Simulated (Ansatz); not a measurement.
C₂H, charge -1, singlet, geometry from GFN2-xTB (a gas-phase anion, which may not be bound at this level). Base run: Ansatz (an electronic-structure program) with PBE0/cc-pVDZ.

Here is a job for Ansatz.
Ansatz 0.2 input:
```yaml
crystal:
  periodic: [false, false, false]
  atoms:
    - {symbol: C, position_ang: [-0.00000000, -0.00000000, -0.47996454]}
    - {symbol: C, position_ang: [0.00000000, 0.00000000, 0.74605881]}
    - {symbol: H, position_ang: [-0.00000000, -0.00000000, -1.59656562]}
basis:
  gaussian:
    orbitals: cc-pVDZ
hamiltonian:
  xc: pbe0
total_charge: -1
```

The base run was repeated with changes; each row names its change, and settings that it needs were set with it.

| change | E (Eh) |
|---|---|
| base | -76.59841 |
| functional = wB97X-V | -76.67363 |
| functional = SVWN5 | -75.96641 |
| functional = pbe0; dispersion = d3bjatm | -76.59924 |
| functional = B2GP-PLYP | -76.59278 |
| functional = BHLYP | -76.64813 |
| functional = b3lyp; dispersion = d3bjatm | -76.70282 |
| functional = pbe; dispersion = d3bj | -76.59322 |
| functional = wB97X | -76.67416 |
| functional = B2PLYP | -76.61453 |
| functional = pbe0; dispersion = d4 | -76.59947 |
| functional = r2scan | -76.64967 |
| functional = b3lyp; dispersion = d4 | -76.70317 |

Absolute energies of different levels of theory aren't comparable as measures of quality.

A gas-phase anion may not be bound at this level; its values then depend on the basis.
